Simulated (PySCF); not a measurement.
**Core-level binding energies of `F/C=C\C[SiH2]F`**

Compound: C₃H₆F₂Si.
Z-matrix (Å and degrees, GFN2-xTB geometry), rows numbered from 1:
```
F 
C   1  1.3513
C   2  1.3207  1  121.84
C   3  1.4884  2  124.64  1    -1.71
Si  4  1.9080  3  110.79  2   -99.13
F   5  1.6130  4  106.31  3   -59.73
H   2  1.0787  1  111.76  3   179.41
H   3  1.0785  2  117.91  1  -179.43
H   4  1.0894  3  109.78  2    21.95
H   4  1.0909  3  109.40  2   140.20
H   5  1.4550  4  111.46  3  -173.73
H   5  1.4526  4  112.48  3    54.38
```

Theory: PySCF, delta-SCF UKS SCAN, pcX-2 on the ionised atom, pcseg-1 elsewhere, spin-free X2C. Binding energies are ΔSCF values: E(core-ionised, relaxed orbitals) − E(ground state) at a fixed geometry, referred to the vacuum level.

**Question.** What binding energy does each computed site have?

**Answer.** 
| atom(s) | bonded to | level | binding energy (eV) | 2p1/2 (eV) | above the level's lowest (eV) | count |
| --- | --- | --- | --- | --- | --- | --- |
| Si5 | F, C and 2 H | Si 2p3/2 | 107.81 | 108.44 | 0.00 | 1 |
| C4 | C, 2 H and Si | C 1s | 290.74 | – | 0.00 | 1 |
| C3 | C (double bond), C and H | C 1s | 290.83 | – | +0.09 | 1 |
| C2 | F, C (double bond) and H | C 1s | 292.52 | – | +1.78 | 1 |
| F6 | Si | F 1s | 692.22 | – | 0.00 | 1 |
| F1 | C | F 1s | 692.94 | – | +0.72 | 1 |
| Si5 | F, C and 2 H | Si 1s | 1847.69 | – | 0.00 | 1 |

Lowest listed C 1s: C4, bonded to C, 2 H and Si. Highest, 1.78 eV above it: C2, bonded to F, C (double bond) and H. The widest gap between neighbouring values is 1.69 eV, between 290.83 and 292.52 eV.

Lowest listed F 1s: F6, bonded to Si. Highest, 0.72 eV above it: F1, bonded to C.

**Question.** What is the longest wavelength that can ionise C 1s of C2 vertically?

**Answer.** λ = hc/E = 12398.42 eV Å / 292.52 eV = 42.385 Å.

**Question.** Which effective nuclear charge Zeff reproduces each element's mean 1s value in the hydrogen-like formula E = 13.606 eV × Zeff²?

**Answer.** C (Z = 6): mean 291.4 eV, Zeff = 4.63, Z − Zeff = 1.37; F (Z = 9): mean 692.6 eV, Zeff = 7.13, Z − Zeff = 1.87; Si (Z = 14): mean 1847.7 eV, Zeff = 11.65, Z − Zeff = 2.35. Means run over the listed sites, weighted by atom count.

Spin–orbit and ligand-field terms were added within each 2p shell after the spin-free SCF. 2p1/2 minus 2p3/2 (ligand field included): Si 0.63 eV. Geometry: GFN2-xTB, one conformer, isolated molecule.

The run took 61 s wall on an Arm Neoverse V1 with one thread, no GPU, shared host with 32 logical CPUs at a one-minute load of 29, and the process peaked at 0.49 GiB of memory.
